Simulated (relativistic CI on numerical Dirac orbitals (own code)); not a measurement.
**Radial parameters of Yb XVI**

Computed by Dirac-Coulomb-Breit CI, orbitals from a KLI potential per configuration, model QED (radiative potential, 1s self-energy scaled to tabulated hydrogen-like ionisation energies), unscaled Slater integrals (own radial code, finite nucleus).

Slater integrals F^k, G^k are unscaled and averaged over j, outside the closed core [Ar] 3d10 4d10; ζ comes from projecting the Hamiltonian with its Breit term on Σ l·s of the shell.

- 4s²4p⁶4f⁹: F^2(4f,4f) = 173000, F^4(4f,4f) = 110730, F^6(4f,4f) = 80323, ζ(4f) = 3706.5 cm⁻¹; <r>(4f) = 0.5808, <r^2>(4f) = 0.3988 (bohr units).
- 4s²4p⁶4f⁸5s: F^2(4f,4f) = 175840, F^4(4f,4f) = 112670, F^6(4f,4f) = 81766, ζ(4f) = 3849.1, G^3(4f,5s) = 33299 cm⁻¹; <r>(4f) = 0.573, <r^2>(4f) = 0.3878, <r>(5s) = 0.9914, <r^2>(5s) = 1.094 (bohr units).
- 4s²4p⁶4f⁸6s: F^2(4f,4f) = 177100, F^4(4f,4f) = 113560, F^6(4f,4f) = 82438, ζ(4f) = 3890.1, G^3(4f,6s) = 8168.7 cm⁻¹; <r>(4f) = 0.5699, <r^2>(4f) = 0.383, <r>(6s) = 1.728, <r^2>(6s) = 3.311 (bohr units).

Averages of the first 9 configurations, taken without configuration mixing, which lowers the lowest level and can move excited configurations by several eV; other configurations of the list can lie among them:

| Configuration | Parity | States | Average energy above the lowest level (eV) |
| --- | --- | --- | --- |
| 4s²4p⁶4f⁹ | odd | 2002 | 22.1 |
| 4s²4p⁶4f⁸5s | even | 6006 | 18.4 |
| 4s²4p⁶4f⁸6s | even | 6006 | 162.5 |
| 4s²4p⁵4f¹⁰ | odd | 6006 | 391.0 |
| 4s4p⁶4f¹⁰ | even | 2002 | 517.9 |
| 4s²4p⁶4f⁷5s² | odd | 3432 | 20.9 |
| 4s²4p⁶4f⁶5s²6s | even | 6006 | 177.0 |
| 4p⁶4f¹¹ | odd | 364 | 1016.0 |
| 4p⁵4f¹² | odd | 546 | 1378.5 |
